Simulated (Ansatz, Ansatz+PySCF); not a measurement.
```csv
atom,x (Å),y (Å),z (Å)
H,0.0000,0.2811,-1.4296
Si,0.0000,-0.5633,-0.0014
O,0.0000,0.2822,1.4310
```

Basis set: def2-SVP (spherical functions). Frozen core: 6 orbitals. Correlation on ROHF uses semicanonical orbitals with singles. Charge 0, multiplicity 2.

Computed with Ansatz (development build ahead of 0.2.0); each method stands on the lowest determinant of its kind that the runs found.

The atomization energy at this shape (free ground-state atoms in the same class of orbitals less the molecule, no zero-point energy) of doublet SiHO:

```tsv
method	atomization energy
UHF-MP2	680.4 kJ/mol
ROHF-MP2	675.8 kJ/mol
ROHF	446.0 kJ/mol
UHF	451.1 kJ/mol
```

Problem. What does UHF-CCSD(T) give?

Solution. 757.2 kJ/mol. Caution: the shape is not the minimum. Caution for UHF-MP2, UHF-CCSD(T), UHF: the unrestricted determinant is spin contaminated. Caution for ROHF-MP2: a plain start can end on a higher determinant. Caution for UHF-CCSD(T): another reference gives a lower total.
